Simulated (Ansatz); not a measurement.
Reaction: C2H5Si (SMILES C[Si][CH2], doublet) → C2H5Si (SMILES [H]/[C]=C\[SiH3], doublet)
Each species at its own B3LYP-D3(BJ)/def2-TZVP minimum (Ansatz, a quantum-chemistry and plane-wave program).

Total energies in hartree (Ansatz). Open shells are spin-unrestricted; no spin-orbit coupling. Cores are frozen in correlated methods. No relativity. The UHF reference of C2H5Si ([CH2][Si]C, doublet) is spin-contaminated (<S^2> up to 0.37 over the pure value in the sets run). The UHF reference of C2H5Si ([H]/[C]=C\[SiH3], doublet) is spin-contaminated (<S^2> up to 0.17 over the pure value in the sets run).

```csv
species,HF/cc-pV(T+d)Z,CCSD(T)/cc-pV(T+d)Z,HF/cc-pV(Q+d)Z,CCSD(T)/cc-pV(Q+d)Z,CCSD(T)/cc-pV(D+d)Z,CCSDT(Q)/cc-pV(D+d)Z
"1: C2H5Si (SMILES [CH2][Si]C, doublet)",-367.53818,-368.03392,-367.54641,-368.06698,-367.91605,-367.91944
"2: C2H5Si (SMILES [H]/[C]=C\[SiH3], doublet)",-367.53702,-368.01570,-367.54570,-368.04896,-367.90214,-367.90471
```

Q: Work out the isomerisation energy (electronic) in kcal/mol: take Hartree-Fock from cc-pV(Q+d)Z, extrapolate the CCSD(T) correlation energy as X^-3 (X = 3, 4), and add CCSDT(Q) - CCSD(T) in cc-pV(D+d)Z. 1 hartree = 627.51 kcal/mol.

A: 
Species 1: correlation (64·(-0.52057) - 27·(-0.49574))/37 = -0.53869; step -0.00339; E1 = -367.54641 + (-0.53869) + (-0.00339) = -368.08849
Species 2: correlation (64·(-0.50326) - 27·(-0.47868))/37 = -0.52120; step -0.00257; E2 = -367.54570 + (-0.52120) + (-0.00257) = -368.06947
-1·E1 +1·E2 = 0.01902 hartree = 11.9 kcal/mol.
